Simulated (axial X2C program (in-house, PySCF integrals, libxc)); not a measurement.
AsH⁺: nuclear properties from DFT to coupled cluster

Computed with an in-house all-electron X2C program for linear molecules (integrals from PySCF): two-component X2C with atomic mean-field Coulomb and Gaunt terms, Gaussian nuclei, basis As dyall-acv3z, H dyall-av3z with contracted cores.

R = 1.534 Å (near the PBE0 minimum at charge 1 of the determinant lowest at the starting distance; the state shown can have its own minimum elsewhere); state Ω = 1/2 (⟨Sz⟩ = -0.50, ⟨Lz⟩ = 1.00 at PBE0).

| level | Eeff magnitude (GV/cm) | Ws magnitude As (kHz) | A∥/gI As (MHz) | qzz As (a.u.) | A∥/gI H (MHz) |
| --- | --- | --- | --- | --- | --- |
| PBE0 | 0.0485 | 0.0331 | 2410 | -5.88 | 16.3 |
| HF | 0.209 | 0.165 | 2100 | -5.74 | 18.9 |
| B3LYP | 0.0392 | 0.0413 | 2400 | -5.86 | 14.7 |

Eeff is the effective electric field on the electron electric dipole moment in this Ω state and Ws the scalar–pseudoscalar constant of the nucleus named (defined with the proton number Z and per Ω); A∥ (defined per Ω) follows by multiplying with gI = μI/(I μN); qzz is the electric field gradient, eQq0 = 234.96 MHz × Q/barn × qzz. The operators were transformed with the bare-nucleus X2C matrices; with these basis sets, hyperfine constants and field gradients can be off by tens of per cent, and where levels differ in sign neither size nor sign is settled.

Finite-field MP2, CCSD and CCSD(T), with 15 electrons correlated in 130 natural virtual spinors (MP2 remainder added):

| level | Eeff magnitude (GV/cm) | Ws magnitude As (kHz) | A∥/gI As (MHz) | qzz As (a.u.) | A∥/gI H (MHz) |
| --- | --- | --- | --- | --- | --- |
| MP2 | 0.0903 | 0.0881 | 2230 | -5.84 | 20 |
| CCSD | 0.0877 | 0.0861 | 2090 | -5.66 | 16.5 |
| CCSD(T) | 0.114 | 0.108 | 2070 | -5.64 | 16.6 |

T1 = 0.010 (Lee–Taylor). One unrestricted determinant, the lowest of a limited PBE0 search, is the reference; the functionals treat spin collinearly. The sign of Eeff is opposite to CCSD(T) at PBE0, HF. Eeff spreads by more than a factor of two over the levels. Correlation of the inner shells is missing, which matters for properties at the nucleus. Number of frozen shells: As 3 s, 2 p; H none.

(1) By how much does correlation change each value, CCSD(T) against HF?

Results:

(1) A∥/gI As -1 %; qzz As -2 %; A∥/gI H -12 %.
